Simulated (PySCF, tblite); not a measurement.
Isomers of C4H4N2O2S. Calculated harmonic vibrations of the isolated species, GFN2-xTB (tblite), most abundant isotopes, no scaling. This tight-binding method is rough: wavenumbers can miss measured ones by several per cent, in bad cases by 10 to 20. One conformer each.

Electronic energies: PBE0/pcSseg-1 single points on the GFN2-xTB geometries (PySCF, gas phase).

| SMILES | electronic energy, lowest = 0 (kJ/mol) |
| --- | --- |
| COC(=O)c1cnns1 | 19.2 |
| COc1nnc(C=O)s1 | 55.9 |
| COC(=O)c1csnn1 | 19.7 |
| COC(=O)c1nncs1 | 0.0 |
| COc1nnsc1C=O | 98.6 |

Q: How do GFN2-xTB zero-point energies change the relative energies?

A: 
```tsv
SMILES	ZPE (kJ/mol)	of it from modes above 1550 cm⁻¹	electronic (kJ/mol)	with ZPE, lowest = 0 (kJ/mol)	lowest mode (cm⁻¹)	rings
COC(=O)c1nncs1	216.8	83.3	0.0	0.0	37	1
COC(=O)c1cnns1	216.6	83.4	19.2	18.9	22	1
COC(=O)c1csnn1	216.4	83.4	19.7	19.3	42	1
COc1nnc(C=O)s1	214.9	81.2	55.9	53.9	74	1
COc1nnsc1C=O	214.9	80.9	98.6	96.7	91	1
```

The zero-point energies span 1.9 kJ/mol, from `COc1nnc(C=O)s1` to `COC(=O)c1nncs1`. The order is unchanged.

Q: And how do the electronic energies of GFN2-xTB itself compare?

A: `COC(=O)c1nncs1` 0.0; `COC(=O)c1cnns1` 8.2; `COC(=O)c1csnn1` 13.3; `COc1nnc(C=O)s1` 39.1; `COc1nnsc1C=O` 61.7 kJ/mol, lowest = 0. Against the energies above, taken from the same isomer `COC(=O)c1nncs1`, the largest difference is 36.9 kJ/mol.

Q: What do entropy and thermal enthalpy add at 298.15 K and 1 bar (rigid rotor, harmonic oscillator, one conformer each)?

A: 
```csv
SMILES,point group,symmetry number,S (J/(mol K)),H − H(0) (kJ/mol),ZPE + H − H(0) − TS (kJ/mol)
COC(=O)c1nncs1,Cs,1,397.3,25.34,123.7
COC(=O)c1csnn1,Cs,1,396.8,25.28,123.4
COc1nnc(C=O)s1,Cs,1,390.8,25.66,124.0
COc1nnsc1C=O,Cs,1,388.9,25.41,124.4
```

Not tabulated: `COC(=O)c1cnns1` (lowest mode only 22 cm⁻¹).
